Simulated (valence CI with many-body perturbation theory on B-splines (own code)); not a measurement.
Xe XV: input, log and results

Calculated by configuration interaction combined with many-body perturbation theory (CI+MBPT): four valence electrons over a frozen Dirac-Fock core [Kr], radial functions for each j: 7 s, 7 p, 8 d, 6 f, 4 g, 1 h, with the one-electron correlation potential Σ1 (screened to all orders), the two-electron term Σ2, the three-electron term Σ3, Breit, model QED; selected single and double excitations, second order for the rest, scaled by the run's own slope (own B-spline code, finite nucleus).

Command, and the settings that its task file holds:

```sh
python run_cv.py task.json out
```

```
atom Xe  Z=54  mass_number=132  rms_radius_fm=4.7859
core [Kr]
valence 4d4
avg = 1
basis = M
beyond = 1
breit = 1
cap = 32000
capref = 2200
cscale = 1
de = 0.0
dress = 0
eps = 2e-08
extrap = 1
h = 0.27
hh = 1
l2 = 3
lcore = 6
maxit = 60
n2 = 5
natural = 1
nlev = 190
nno = [4, 4, 5, 4, 3, 1]
nroot = 40
nsp = [3, 3, 3, 2, 1, 0]
pt2 = 1
qed = 1
rpa = 1
s1 = 1
s2 = 1
s3 = 1
screen = 1
tol = 2e-05
whole = 1
```

Question: Roughly how long does this run take on one core of Intel(R) Xeon(R) Processor @ 2.30GHz, and how much memory?

Answer: 4.4 min on 1 thread of Intel(R) Xeon(R) Processor @ 2.30GHz, with other jobs on the host, peak memory 1.4 GiB.

Log. The first blocks belong to the next ion, which gives the ionisation energy. Fields: 2J, parity (1 odd), roots, reference size, generating configurations, candidates as configurations/state functions, variational space P, stored matrix elements, Davidson steps; e2 is the range of second-order energies in hartree. The first line gives the box (bohr), its intervals, the orbitals and the steps of their self-consistent field. Window is the range of levels sought, series limit the energy at which the first omitted orbital would enter, core excitation an estimate of the first excitation out of the core, left out the lowest levels not solved, and shifts from estimates the range by which levels moved from their first estimate, all in cm⁻¹.

```
rmax 10.0 intervals 62 orbitals 59 references ['4d4', '4d3 4f', '4d3 5s', '4d3 5p'] scf 6 t 2.2
2J=3 par=0 roots 2 ref 38 generators 7 cand 1166/3084 P 1185/3122 nnz 2.6e+06 it 6
2J=3 par=0 roots 2 ref 38 generators 10 cand 387/958 P 1572/4080 nnz 3.8e+06 it 5
   second order: generators 20 cand 5700/13679 e2 -0.00002 -0.00001
2J=5 par=0 roots 2 ref 44 generators 5 cand 919/3037 P 937/3081 nnz 2.5e+06 it 4
2J=5 par=0 roots 2 ref 44 generators 10 cand 458/1320 P 1395/4401 nnz 4.6e+06 it 4
   second order: generators 20 cand 6791/19298 e2 -0.00002 -0.00001
2J=7 par=0 roots 2 ref 38 generators 2 cand 1012/3143 P 1028/3181 nnz 2.8e+06 it 5
2J=7 par=0 roots 2 ref 38 generators 10 cand 561/1677 P 1589/4858 nnz 5.8e+06 it 5
   second order: generators 15 cand 5764/17431 e2 -0.00002 -0.00001
reference levels 1529, estimated 388, window 894533 1/cm; series limit 1997443, core excitation 641340
2J=0 par=0 roots 7 ref 40 generators 16 cand 2013/3828 P 3354/6362 nnz 4.8e+06 it 8
2J=0 par=0 roots 7 ref 40 generators 34 cand 2039/5306 P 5393/11668 nnz 1e+07 it 8
   second order: generators 58 cand 32950/78448 e2 -0.00008 -0.00001
2J=2 par=0 roots 11 ref 83 generators 21 cand 788/3761 P 1354/6329 nnz 6.4e+06 it 7
2J=2 par=0 roots 11 ref 83 generators 45 cand 3534/17777 P 4888/24106 nnz 5.4e+07 it 8
   second order: generators 71 cand 35176/222653 e2 -0.00015 -0.00003
2J=4 par=0 roots 17 ref 131 generators 20 cand 539/3795 P 952/6376 nnz 6.9e+06 it 9
2J=4 par=0 roots 17 ref 131 generators 44 cand 3642/24973 P 4594/31349 nnz 1e+08 it 8
   second order: generators 77 cand 35858/327137 e2 -0.00019 -0.00003
2J=6 par=0 roots 14 ref 128 generators 13 cand 493/3818 P 869/6295 nnz 7e+06 it 8
2J=6 par=0 roots 14 ref 128 generators 37 cand 3349/24746 P 4218/31041 nnz 1.1e+08 it 8
   second order: generators 63 cand 33810/361297 e2 -0.00022 -0.00005
2J=8 par=0 roots 13 ref 126 generators 17 cand 552/3929 P 926/6382 nnz 7.5e+06 it 7
2J=8 par=0 roots 13 ref 126 generators 39 cand 3198/23450 P 4124/29832 nnz 1.1e+08 it 8
   second order: generators 63 cand 33587/370764 e2 -0.00017 -0.00005
2J=10 par=0 roots 6 ref 90 generators 9 cand 676/3775 P 1179/6362 nnz 6.8e+06 it 6
2J=10 par=0 roots 6 ref 90 generators 32 cand 2784/18570 P 3963/24932 nnz 7.6e+07 it 9
   second order: generators 52 cand 27260/261601 e2 -0.00011 -0.00006
2J=12 par=0 roots 3 ref 67 generators 6 cand 806/3853 P 1413/6377 nnz 7.4e+06 it 5
...
2J=2 par=1 roots 20 ref 106 generators 23 cand 3815/25764 P 4760/31996 nnz 1.1e+08 it 10
   second order: generators 61 cand 27027/208752 e2 -0.00015 -0.00004
2J=0 par=1 roots 8 ref 37 generators 6 cand 1445/3865 P 2506/6399 nnz 4.5e+06 it 7
2J=0 par=1 roots 8 ref 37 generators 18 cand 3225/8073 P 5731/14472 nnz 1.9e+07 it 7
   second order: generators 44 cand 24843/69858 e2 -0.00007 -0.00002
2J=18 par=1 roots 1 ref 2 generators 1 cand 935/4731 P 1915/7884 nnz 9.4e+06 it 4
2J=18 par=1 roots 1 ref 2 generators 5 cand 699/3217 P 2614/11101 nnz 1.8e+07 it 4
   second order: generators 11 cand 12040/85463 e2 -0.00004 -0.00004
left out: unestimated 1290408, estimated 942364, shifts from estimates -116 to 208
operators 3.4
```

The Davidson iterations converged.

No measured levels were compared; by estimate terms of the open shell hold to 2 to 4 % of their energy, and close levels can change places. Excitations out of the core, of the other parity, are not computed and may begin above about 63.6 eV (a cautious bound); beyond it only levels of the ground parity were kept, without lifetimes.

| Property | Result |
| --- | --- |
| Valence energy | -57.32708 hartree |
| Ionisation energy | 344.57 eV (NIST: 343 ± 3 eV (theoretical)) |
| Reference configurations for the orbitals | 4d4, 4d3 4f, 4d3 5s, 4d3 5p |
| Radial orbitals | 59 |
| Box radius | 9.955 bohr |
| Largest variational space | 31996 |
| Lowest levels | 4d4 5D_0 0.0, 4d4 5D_1 7800, 4d4 5D_2 14883, 4d4 5D_3 20641, 4d4 5D_4 24781, 4d4 3P_0 [a] 38088, 4d4 3H_4 40046, 4d4 3G_3 47951, 4d4 3H_5 49747, 4d4 3F_2 [a] 50563, 4d4 3P_1 [a] 51737, 4d4 3H_6 54152, 4d4 3G_4 59161, 4d4 3D_2 62047 cm⁻¹ |

Names give the largest LS component (configuration and term), which can be under half, so a name can repeat, a term be missing and a line seem to break the LS rules; names also repeat where a configuration has a term twice. Letters in brackets count levels of one name in rising energy.
